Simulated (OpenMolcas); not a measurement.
neutral nitrogen: effect of the IPEA shift

- Program: OpenMolcas 26.06
- Basis: ANO-RCC-VTZP [4s3p2d1f]
- Scalar Hamiltonian: DKH2, point nucleus
- Active space: 5 electrons in 4 orbitals (2s 2p)
- State averaging: 2S+1 = 4 odd, 1 root; 2S+1 = 2 odd, 8 roots; 2S+1 = 4 even, 3 roots
- Spin-orbit coupling: state interaction with AMFI integrals over the reference wave functions, term energies averaged over their components

Methods on the same reference wave functions:
A. CASSCF
B. SS-CASPT2, IPEA 0 Eh, imaginary shift 0.1 Eh (closed shells correlated: 1s)
C. SS-CASPT2, IPEA 0.25 Eh, imaginary shift 0.1 Eh (closed shells correlated: 1s)

Energies in cm⁻¹ above 2s² 2p³ ⁴S°_3/2, the measured ground level; measured values from NIST Handbook of Basic Atomic Spectroscopic Data.

| Level | A | B | C | Measured |
| --- | --- | --- | --- | --- |
| 2s² 2p³ ⁴S°_3/2 | 0.0 | 0.0 | 0.0 | 0.0 |
| 2s² 2p³ ²D°_3/2 | 23007 | 19960 | 19720 | 19233 |
| 2s² 2p³ ²D°_5/2 | 23008 | 19960 | 19720 | 19224 |
| 2s² 2p³ ²P°_3/2 | 30328 | 29470 | 29190 | 28839 |
| 2s² 2p³ ²P°_1/2 | 30330 | 29470 | 29190 | 28839 |
| 2s 2p⁴ ⁴P_5/2 | 90754 | 88580 | 88490 | 88107 |
| 2s 2p⁴ ⁴P_3/2 | 90815 | 88640 | 88560 | 88151 |
| 2s 2p⁴ ⁴P_1/2 | 90852 | 88670 | 88590 | 88171 |

Deviations, from unrounded energies. A percentage is the sum of absolute deviations over the sum of measured energies, with the sign that they share, or ± where signs differ.

```json
{"Against measurement": "mean absolute deviation (cm-1)", "Levels": "7", "A": "2600", "B": "600", "C": "410"}
{"Against measurement": "other terms of the ground configuration (%)", "Levels": "4", "A": "+11.0", "B": "+2.8", "C": "+1.7"}
{"Against measurement": "other configurations (%)", "Levels": "3", "A": "+3.0", "B": "+0.6", "C": "+0.5"}
```

C lies closest to measurement on these levels and A furthest from it. The largest miss of C in the table is 2s² 2p³ ²D°_5/2, by +490 cm-1. The ranking rests on the paired levels alone, and a cruder setting can come out closer through cancelling errors.

Between B and C the level of the table that moves most is 2s² 2p³ ²P°_1/2, by 280 cm-1 (lowest in C, highest in B). Moves below CASPT2's spread within the term are not significant.

From A to B the spin-free energies of the other terms of 2s² 2p³ shown, above ⁴S°, scale by factors of 0.87 to 0.97.

The lowest spin-free term lies below A's lowest term by 0.120 hartree in B, 0.112 hartree in C.

CASPT2 breaks the degeneracy within a term, and the mean is taken; among the terms shown or strongly mixed into the levels shown the widest spread is 88 cm-1 (2s² 2p³ ²D°, C). Without dynamic correlation excited terms often stand tens of per cent too high (terms of higher spin than the ground term too low), and those without a measured partner can miss by more than the paired ones (holds for A). Computed and measured levels are paired by configuration, term and J; levels that our copy of the source lacks, or whose pairing is in doubt (as where it misses far off the trend of its configuration), stay unpaired and out of the deviations. Only configurations of the active space appear.

° marks odd parity.
